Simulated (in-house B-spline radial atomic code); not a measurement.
Ionisation energies with and without relativity, with size and susceptibility from the Dirac run. Dirac energy differences include first-order Breit, QED and recoil terms. NIST's values go from ground level to ground level; the uncertainty of those that are theory runs from under 0.1 % in few-electron ions to several per cent in heavy many-electron ones. Computed with a B-spline radial code for spherical atoms: non-relativistic Hartree-Fock and Dirac-Hartree-Fock, averages of the configuration (point nuclei without relativity, finite nuclei with it).

```json
{"ion": "N+", "configuration": "[He] 2s2 2p2", "configuration after": "[He] 2s2 2p1", "ionisation non-relativistic (eV)": "28.07", "ionisation Dirac Breit and QED (eV)": "28.07", "tabulated value (eV)": "29.60125", "tabulated kind": "semi-empirical", "radius at density 0.001 (bohr)": "2.988", "diamagnetic susceptibility (10⁻⁶ cm³/mol)": "-6.1989"}
{"ion": "O+", "configuration": "[He] 2s2 2p3", "configuration after": "[He] 2s2 2p2", "ionisation non-relativistic (eV)": "32.24", "ionisation Dirac Breit and QED (eV)": "32.23", "tabulated value (eV)": "35.12112", "tabulated kind": "measured", "radius at density 0.001 (bohr)": "2.834", "diamagnetic susceptibility (10⁻⁶ cm³/mol)": "-5.9281"}
{"ion": "F+", "configuration": "[He] 2s2 2p4", "configuration after": "[He] 2s2 2p3", "ionisation non-relativistic (eV)": "36.56", "ionisation Dirac Breit and QED (eV)": "36.55", "tabulated value (eV)": "34.97081", "tabulated kind": "measured", "radius at density 0.001 (bohr)": "2.698", "diamagnetic susceptibility (10⁻⁶ cm³/mol)": "-5.6347"}
{"ion": "Ne+", "configuration": "[He] 2s2 2p5", "configuration after": "[He] 2s2 2p4", "ionisation non-relativistic (eV)": "41.05", "ionisation Dirac Breit and QED (eV)": "41.02", "tabulated value (eV)": "40.96297", "tabulated kind": "measured", "radius at density 0.001 (bohr)": "2.578", "diamagnetic susceptibility (10⁻⁶ cm³/mol)": "-5.346"}
{"ion": "Mg+", "configuration": "[Ne] 3s1", "configuration after": "[He] 2s2 2p6", "ionisation non-relativistic (eV)": "?", "ionisation Dirac Breit and QED (eV)": "?", "tabulated value (eV)": "?", "tabulated kind": "measured", "radius at density 0.001 (bohr)": "?", "diamagnetic susceptibility (10⁻⁶ cm³/mol)": "?"}
{"ion": "Al+", "configuration": "[Ne] 3s2", "configuration after": "[Ne] 3s1", "ionisation non-relativistic (eV)": "17.52", "ionisation Dirac Breit and QED (eV)": "17.55", "tabulated value (eV)": "18.82855", "tabulated kind": "measured", "radius at density 0.001 (bohr)": "3.938", "diamagnetic susceptibility (10⁻⁶ cm³/mol)": "-13.641"}
{"ion": "Si+", "configuration": "[Ne] 3s2 3p1", "configuration after": "[Ne] 3s2", "ionisation non-relativistic (eV)": "15.71", "ionisation Dirac Breit and QED (eV)": "15.70", "tabulated value (eV)": "16.34585", "tabulated kind": "measured", "radius at density 0.001 (bohr)": "3.955", "diamagnetic susceptibility (10⁻⁶ cm³/mol)": "-15.898"}
{"ion": "P+", "configuration": "[Ne] 3s2 3p2", "configuration after": "[Ne] 3s2 3p1", "ionisation non-relativistic (eV)": "18.47", "ionisation Dirac Breit and QED (eV)": "18.46", "tabulated value (eV)": "19.76949", "tabulated kind": "semi-empirical", "radius at density 0.001 (bohr)": "3.85", "diamagnetic susceptibility (10⁻⁶ cm³/mol)": "-16.619"}
{"ion": "S+", "configuration": "[Ne] 3s2 3p3", "configuration after": "[Ne] 3s2 3p2", "ionisation non-relativistic (eV)": "?", "ionisation Dirac Breit and QED (eV)": "?", "tabulated value (eV)": "?", "tabulated kind": "measured", "radius at density 0.001 (bohr)": "?", "diamagnetic susceptibility (10⁻⁶ cm³/mol)": "?"}
{"ion": "Cl+", "configuration": "[Ne] 3s2 3p4", "configuration after": "[Ne] 3s2 3p3", "ionisation non-relativistic (eV)": "?", "ionisation Dirac Breit and QED (eV)": "?", "tabulated value (eV)": "?", "tabulated kind": "measured", "radius at density 0.001 (bohr)": "?", "diamagnetic susceptibility (10⁻⁶ cm³/mol)": "?"}
{"ion": "Ar+", "configuration": "[Ne] 3s2 3p5", "configuration after": "[Ne] 3s2 3p4", "ionisation non-relativistic (eV)": "27.42", "ionisation Dirac Breit and QED (eV)": "27.40", "tabulated value (eV)": "27.62967", "tabulated kind": "measured", "radius at density 0.001 (bohr)": "3.427", "diamagnetic susceptibility (10⁻⁶ cm³/mol)": "-15.935"}
```

Problem. Fill in the row of Mg+.

Solution. ionisation non-relativistic (eV): 14.72; ionisation Dirac Breit and QED (eV): 14.74; tabulated value (eV): 15.03527; radius at density 0.001 (bohr): 3.841; diamagnetic susceptibility (10⁻⁶ cm³/mol): -11.065.

Problem. Fill in the row of S+.

Solution. ionisation non-relativistic (eV): 21.34; ionisation Dirac Breit and QED (eV): 21.32; tabulated value (eV): 23.33788; radius at density 0.001 (bohr): 3.711; diamagnetic susceptibility (10⁻⁶ cm³/mol): -16.658.

Problem. Fill in the row of Cl+.

Solution. ionisation non-relativistic (eV): 24.32; ionisation Dirac Breit and QED (eV): 24.30; tabulated value (eV): 23.81364; radius at density 0.001 (bohr): 3.566; diamagnetic susceptibility (10⁻⁶ cm³/mol): -16.374.
